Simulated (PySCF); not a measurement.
C$_{2}$HF$_{3}$O$_{2}$, triplet, geometry from GFN2-xTB (a higher spin typed on purpose: for a closed-shell molecule this is an excited state); M06L/3-21G (PySCF).

The PySCF input:
```python
from pyscf import gto, scf, dft

mol = gto.M(
    atom='''
O     1.65790534   -0.88270612   -0.07220064
C     0.98936800    0.25369855   -0.36291891
O     1.22640711    1.42611907    0.05638304
C    -0.59071777   -0.06640763   -0.02476285
F    -0.78362860   -0.22649549    1.28232619
F    -1.35925859    0.90600159   -0.46203374
F    -0.91655170   -1.18974048   -0.63825805
H     2.06854888   -0.87893974    0.81432182
''',
    basis='3-21g',
    spin=2,
    verbose=5,
)

mf = dft.UKS(mol)
mf.xc = 'm06l'
mf.grids.prune = dft.gen_grid.sg1_prune
mf.kernel()
mf.analyze()
```

Predict the main parts of the log of this PySCF run.


```
PySCF version 2.14.0

[INPUT] verbose = 5
[INPUT] max_memory = 4000
[INPUT] num. atoms = 8
[INPUT] num. electrons = 56
[INPUT] charge = 0
[INPUT] spin (= nelec alpha-beta = 2S) = 2
[INPUT] symmetry False subgroup None
[INPUT] Mole.unit = angstrom
[INPUT] Symbol           X                Y                Z      unit          X                Y                Z       unit  Magmom
[...]
[INPUT] ---------------- BASIS SET ----------------
[INPUT] l, kappa, [nprim/nctr], expnt,             c_1 c_2 ...
[INPUT] C
[...]
                                25.9109           0.358794
                                5.53335           0.700713
[...]
                                0.770545          1.21584
[...]
                                0.770545          0.860619
[...]
[INPUT] O
[...]
                                48.4308           0.3515
                                10.4206           0.707658
[...]
                                1.5762            1.22156
[...]
                                1.5762            0.853955
[...]
[INPUT] H
[...]
                                0.824547          0.904691
[...]
[INPUT] F
[...]
                                62.2446           0.349308
                                13.434            0.709632
[...]
                                2.08617           1.22314
[...]
                                2.08617           0.852321
[...]
nuclear repulsion = 335.764076237819
number of shells = 37
number of NR pGTOs = 108
number of NR cGTOs = 65
basis = 3-21g
ecp = {}

******** <class 'pyscf.dft.uks.UKS'> ********
method = UKS
initial guess = minao
damping factor = 0
level_shift factor = 0
DIIS = <class 'pyscf.scf.diis.CDIIS'>
diis_start_cycle = 1
diis_space = 8
diis_damp = 0
SCF conv_tol = 1e-09
SCF conv_tol_grad = None
SCF max_cycles = 50
direct_scf = True
direct_scf_tol = 1e-13
number electrons alpha = 29  beta = 27
XC library pyscf.dft.libxc version 7.1.2
    S. Lehtola, C. Steigemann, M. J. T. Oliveira, and M. A. L. Marques,  SoftwareX 7, 1–5 (2018)
XC functionals = m06l
    Y. Zhao and D. G. Truhlar,  J. Chem. Phys. 125, 194101 (2006)
    Y. Zhao and D. G. Truhlar,  J. Chem. Phys. 125, 194101 (2006)
    Y. Zhao and D. G. Truhlar,  Theor. Chem. Acc. 120, 215 (2008)
radial grids:
    Treutler-Ahlrichs [JCP 102, 346 (1995); DOI:10.1063/1.469408] (M4) radial grids

becke partition: Becke, JCP 88, 2547 (1988); DOI:10.1063/1.454033
pruning grids: <function sg1_prune>
grids dens level: 3
symmetrized grids: False
[...]
converged SCF energy = -523.713148303773  <S^2> = 2.0041251  2S+1 = 3.0027488
Total Energy =                        -523.713148303772869
[...]
spin_pop of  2 O 3px       0.00057
spin_pop of  2 O 3py       0.00042
spin_pop of  2 O 3pz       0.00077
spin_pop of  3 C 1s       -0.00001
spin_pop of  3 C 2s        0.04927
spin_pop of  3 C 3s        0.00042
spin_pop of  3 C 2px       0.09755
spin_pop of  3 C 2py       0.00387
spin_pop of  3 C 2pz       0.00737
spin_pop of  3 C 3px       0.00183
spin_pop of  3 C 3py       0.00037
spin_pop of  3 C 3pz       0.00010
spin_pop of  4 F 1s       -0.00000
spin_pop of  4 F 2s        0.00192
spin_pop of  4 F 3s        0.00005
spin_pop of  4 F 2px       0.04194
spin_pop of  4 F 2py       0.00135
spin_pop of  4 F 2pz       0.00814
spin_pop of  4 F 3px       0.00018
spin_pop of  4 F 3py       0.00001
spin_pop of  4 F 3pz       0.00005
spin_pop of  5 F 1s       -0.00000
spin_pop of  5 F 2s        0.00023
spin_pop of  5 F 3s        0.00003
spin_pop of  5 F 2px       0.01937
spin_pop of  5 F 2py      -0.00067
spin_pop of  5 F 2pz       0.00257
spin_pop of  5 F 3px       0.00025
spin_pop of  5 F 3py       0.00006
spin_pop of  5 F 3pz       0.00001
spin_pop of  6 F 1s       -0.00000
spin_pop of  6 F 2s        0.00083
spin_pop of  6 F 3s        0.00001
spin_pop of  6 F 2px       0.04961
spin_pop of  6 F 2py       0.00636
spin_pop of  6 F 2pz       0.00078
spin_pop of  6 F 3px       0.00021
spin_pop of  6 F 3py       0.00003
spin_pop of  6 F 3pz       0.00002
spin_pop of  7 H 1s        0.04418
spin_pop of  7 H 2s        0.00069
 ** Mulliken Spin Density (per atom)  **
spin density of  0 O =      0.13927
spin density of  1 C =      0.59915
spin density of  2 O =      0.92258
spin density of  3 C =      0.16079
spin density of  4 F =      0.05364
spin density of  5 F =      0.02186
spin density of  6 F =      0.05784
spin density of  7 H =      0.04487
 ** Mulliken pop alpha/beta on meta-lowdin orthogonal AOs **
 ** Mulliken pop       alpha | beta **
In total            29.00000 | 27.00000
 ** Mulliken atomic charges   ( Nelec_alpha | Nelec_beta ) **
charge of  0O =     -0.38227  (     4.26077      4.12150 )
charge of  1C =      0.17422  (     3.21247      2.61332 )
charge of  2O =     -0.18171  (     4.55215      3.62957 )
charge of  3C =      0.65607  (     2.75236      2.59157 )
charge of  4F =     -0.20760  (     4.63062      4.57698 )
charge of  5F =     -0.19563  (     4.60874      4.58689 )
charge of  6F =     -0.18395  (     4.62090      4.56306 )
charge of  7H =      0.32088  (     0.36200      0.31712 )
Dipole moment(X, Y, Z, Debye):  0.95210, -0.79284,  1.80129
```
